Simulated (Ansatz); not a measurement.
Consider the ligand exchange at the Si–S bond: `CS[SiH](O)O` + `N[Si](F)(F)F` → `O[SiH](O)N[Si](F)(F)F` + CH₃SH.

Calculated with Ansatz (gas phase, PBE0-D4/def2-TZVP geometries, no zero-point term in ΔE). CCSD(T)/CBS adds triple-zeta CCSD(T) − MP2 to the extrapolated MP2 energy (def2 sets, frozen cores). This one scheme is used for every species. DFT in def2-TZVPP. Each species was taken in one conformer, which may not be the lowest.

| species | PBE0-D4 energy (Eh) |
| --- | --- |
| `CS[SiH](O)O` | -879.62846 |
| `N[Si](F)(F)F` | -644.93642 |
| `O[SiH](O)N[Si](F)(F)F` | -1086.02942 |
| CH₃SH | -438.53959 |

**Question.** Work out ΔE.

**Answer.** ΔE = (-1086.02942) + (-438.53959) − (-879.62846) − (-644.93642) = -0.00413 Eh = -10.8 kJ/mol. CCSD(T)/CBS gives -16.2 kJ/mol.

Largest T1 diagnostic among the species: 0.012.

In def2-TZVPP, CCSD(T) changes the Hartree–Fock value by +5.5 kJ/mol (the triples alone add +2.1 kJ/mol) and MP2 by +10.0 kJ/mol. From PBE to PBE0 (25 % exact exchange), in def2-TZVPP and without D4, ΔE moves by −3.7 kJ/mol.
